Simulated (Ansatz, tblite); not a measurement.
Cost and result up the ladder for the cluster Ag2Au2 (4 atoms). The state is a singlet with charge 0. Geometry: PBE0-D4/def2-SVP.

```
atom   x (Å)   y (Å)   z (Å)
 Au1   2.001  -0.879   0.871
 Au2  -2.001   0.877  -0.871
 Ag3  -0.682  -0.530   1.032
 Ag4   0.682   0.531  -1.031
```

Ansatz on 4 threads of Arm Neoverse V2 on a shared host; xTB runs through tblite on one thread. Times are rough, summed over both states, and most runs start from the orbitals of an earlier one. RPA@PBE/def2-TZVP serves as the yardstick here, not as an exact answer. The other state is a quintet at its own geometry, which has other bonds, so the gap mixes isomer and spin.

In the def2 sets Ag, Au take a core potential; there is no spin–orbit coupling. The xTB rows come from tblite. LC-ωPBE has ω = 0.4 bohr⁻¹. Correlated methods freeze no core orbitals; core or outer-core shells of Au, Ag are correlated, in sets that lack core-valence functions. HOMO above LUMO, or a gap near zero within one spin, warns that the state may not be the lowest or that an electron is smeared out. At PBE0-D4/def2-TZVP a singlet of charge 0 lies 4.70 eV below the quintet, each at its own geometry. The structure comes from a short search, and lower isomers may exist.

Second-order perturbation terms are unreliable where d shells bring near-degenerate states, and here MP2/def2-TZVP lies more than 0.4 eV from the median of the functionals without such a term.

Correlated methods converge slowly with the basis.

xTB has no spin-polarisation term.

```tsv
level	functions	quintet − singlet (eV)	difference from RPA@PBE/def2-TZVP (eV)	remarks
RPA@PBE/def2-TZVP	160	4.28	0.00	–
PBE0-D4/def2-TZVP	160	4.70	0.42	–
MP2/def2-TZVP	160	5.56	1.28	test for broken spin undecided (singlet)
LC-ωPBE/def2-TZVP	160	4.59	0.31	–
GFN2-xTB	36	5.48	1.20	–
PBE-D4/def2-TZVP (with forces)	160	4.39	0.10	gap within one spin near zero (quintet)
CAM-B3LYP-D4/def2-TZVP	160	4.71	0.43	–
GFN1-xTB	36	3.69	-0.59	–
```

Task: Estimate how long each takes.

Result: GFN1-xTB 0.006 s; GFN2-xTB 0.01 s; MP2/def2-TZVP 7 s; PBE-D4/def2-TZVP (with forces) 13 s; PBE0-D4/def2-TZVP 16 s; LC-ωPBE/def2-TZVP 18 s; CAM-B3LYP-D4/def2-TZVP 18 s; RPA@PBE/def2-TZVP 22 s. On shared hardware such times vary by a factor of up to 3.
